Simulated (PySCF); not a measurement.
**Excitation energy of Mg by level of theory**

Mg [Ne] 3s2 (1S) → Mg [Ne] 3s1 4s1 (3S), as a difference of total energies. All numbers are calculated (PySCF 2.14, the spin-free X2C one-electron Hamiltonian (Gaussian nucleus), in aug-cc-pCVTZ-DK (8s7p5d3f, 75 functions)). Correlated levels: valence: [Ne] frozen; valence and next inner shell: 1s2 frozen; nothing frozen. The calculations carry no spin-orbit coupling.

| method | excitation energy (eV) |
| --- | --- |
| UHF | 4.217 |
| LDA | 5.053 |
| PBE | 4.945 |
| PBE0 | 4.906 |
| r2SCAN | 4.841 |
| LC-wPBE | 4.901 |
| M06 | 4.895 |
| r2SCANh | 4.843 |
| CAM-B3LYP | 5.186 |
| MP2 (valence) | 4.811 |
| SCS-MP2 (valence) | 4.977 |
| MP2 (valence and next inner shell) | 4.910 |
| SCS-MP2 (valence and next inner shell) | 5.053 |
| MP2 (all electrons) | 4.909 |
| SCS-MP2 (all electrons) | 5.052 |

Question: How much does correlation contribute at MP2 (all electrons)?

Answer: 4.909 − (4.217) = 0.692 eV, measured against UHF.

Errors of the correlated levels include the incompleteness of this basis and the frozen core.

For comparison: 5.108 eV (measured; NIST levels).
